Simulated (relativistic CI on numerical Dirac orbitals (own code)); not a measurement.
# What each ingredient does to the levels of Hf¹⁵⁺

Base calculation: Dirac-Coulomb-Breit CI, KLI orbitals optimised for each configuration, model QED (radiative potential, 1s self-energy scaled to tabulated hydrogen-like ionisation energies), unscaled Slater integrals.

Configurations in the expansion (outside the closed core [Ar] 3d10 4p6): 4s2.4d10.4f11, 4s2.4d10.4f10.5s, 4s2.4d10.4f10.5p, 4s2.4d10.4f10.5d, 4s2.4d9.4f12, 4s2.4d10.4f10.6s, 4s2.4d10.4f10.6p, 4d10.4f13, 4d9.4f14. Double excitations out of closed p, d and f shells are left out; levels of such configurations are missing from the list, as are those of other unlisted configurations, and high levels can miss mixing partners.

Variants: (1) P86 correlation estimate; (2) configuration mixing switched off; (3) Breit term removed. Shifts of the energy above 4s2.4d10.4f10.5s 6I_17/2, in cm⁻¹, for the lowest level and the first level of each name with at least 55 % of one term (blank where a level changes its place among those of its configuration and J or its character, or is not in the variant):

```csv
Level,Base,Δ(1),Δ(2),Δ(3)
4s2.4d10.4f10.5s 6I_17/2,0.0,0.0,0.0,0.0
4s2.4d10.4f10.5s 6I_15/2,8419.7,+0.1,+20.8,+185.5
4s2.4d10.4f10.5s 6I_13/2,15722.2,+0.1,+15.7,+366.2
4s2.4d10.4f10.5s 6I_11/2,21076.3,+0.1,+20.8,+370.7
4s2.4d10.4f10.5s 6I_9/2,25191.3,+0.2,+25.6,+348.2
4s2.4d10.4f10.5s 4I_15/2,25807.8,+0.5,+277.5,+3.3
4s2.4d10.4f10.5s 6I_7/2,28475.1,+0.2,+25.3,+361.8
4s2.4d10.4f10.5s 6F_11/2,30769.6,+1.6,+345.4,-522.8
4s2.4d10.4f10.5s 6F_9/2,36534.3,+1.7,+374.4,-308.6
4s2.4d10.4f10.5s 4I_13/2,36534.3,+0.5,+270.8,+125.4
4s2.4d10.4f10.5s 6S_5/2,36878.9,+1.4,+329.0,-703.0
4s2.4d10.4f10.5s 6F_7/2,40803.2,+1.7,+375.4,-192.8
4s2.4d10.4f10.5s 4K_17/2,41440.5,+0.3,+99.2,+327.8
4s2.4d10.4f10.5s 6F_5/2,42533.8,+1.6,+360.6,-315.6
```

At this charge energies of transitions that change n are usually good to better than 1 %, and those within a shell (Δn = 0) to a few per cent. Terms inside the open d or f shell come out 10 to 20 % too wide with unscaled integrals. Levels and lines within the n = 5 or 6 shells can be off by up to 10 % or somewhat more, and those that change n by about 2 %, since core polarisation is missing. The computed lowest level isn't the tabulated ground level, which NIST ASD gives as 4f11 °.

Ionisation energy from the two ground configurations alone: base 335.406 eV; P86 correlation estimate 337.2 eV; Breit term removed 335.332 eV. The NIST ASD value (theoretical) is 359 eV. The gap of more than 2 % comes from missing correlation, or from a tabulated value that is itself an estimate.

LS names give the leading component of a level, which can be under half, so a name can repeat, a term be missing and a line seem to break the LS rules.
